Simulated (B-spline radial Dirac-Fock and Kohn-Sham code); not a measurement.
## Dipole and non-dipole photoemission parameters of Au⁺ 4f7/2

System: gold as Au⁺, configuration [Xe] 4f14 5d10; threshold 101.6 eV (orbital energy of the model). Level of theory: Dirac-Hartree-Slater photoionisation with a Latter tail; cross sections with all multipoles, angular parameters from the dipole term and its interference with E2; a radial finite-basis atomic code.

For linearly polarised light dσ/dΩ = σ/(4π) [1 + β P₂(cos θ) + (δ + γ cos²θ) sin θ cos φ], with θ from the polarisation vector and φ the angle between the beam and the projection of the electron momentum on the plane normal to the polarisation.

| hν (eV) | σ (kb) | β | γ | δ |
| --- | --- | --- | --- | --- |
| 150 | 613 | 1.250 | 0.011 | 0.006 |
| 199 | 1820 | 0.366 | -0.001 | 0.011 |
| 200 | 1850 | 0.360 | -0.001 | 0.011 |
| 209 | 2070 | 0.314 | -0.002 | 0.011 |
| 265 | 3000 | 0.263 | -0.006 | 0.014 |
| 272 | 3040 | 0.270 | -0.006 | 0.014 |
| 320 | 3070 | 0.336 | -0.007 | 0.017 |
| 323 | 3060 | 0.341 | -0.007 | 0.017 |
| 400 | 2620 | 0.467 | -0.006 | 0.022 |
| 405 | 2580 | 0.475 | -0.006 | 0.022 |
| 432 | 2390 | 0.515 | -0.005 | 0.023 |
| 487 | 2010 | 0.590 | -0.002 | 0.027 |
| 600 | 1380 | 0.715 | 0.008 | 0.033 |
| 955 | 465 | 0.934 | 0.072 | 0.054 |
| 1280 | 205 | 1.016 | 0.160 | 0.071 |
| 1470 | 135 | 1.039 | 0.218 | 0.081 |
| 2160 | 39.2 | 1.053 | 0.432 | 0.114 |
| 2430 | 26.2 | 1.044 | 0.511 | 0.127 |
| 3010 | 12.4 | 1.014 | 0.667 | 0.153 |
| 5414.7 | 1.35 | 0.868 | 1.123 | 0.262 |
| 5630 | 1.15 | 0.857 | 1.152 | 0.271 |
| 8640 | 0.201 | 0.726 | 1.466 | 0.399 |
| 9251.7 | 0.151 | 0.705 | 1.513 | 0.424 |
| 10600 | ? | ? | ? | ? |
| 10900 | 0.0750 | 0.655 | 1.619 | 0.489 |
| 11200 | 0.0667 | 0.647 | 1.635 | 0.500 |

Question: Give the values at 10600 eV.

Answer: σ = 0.0846 kb, β = 0.664, γ = 1.601, δ = 0.477.

Values without a named source are computed, but for edge energies of neutral atoms, which are taken from tables.
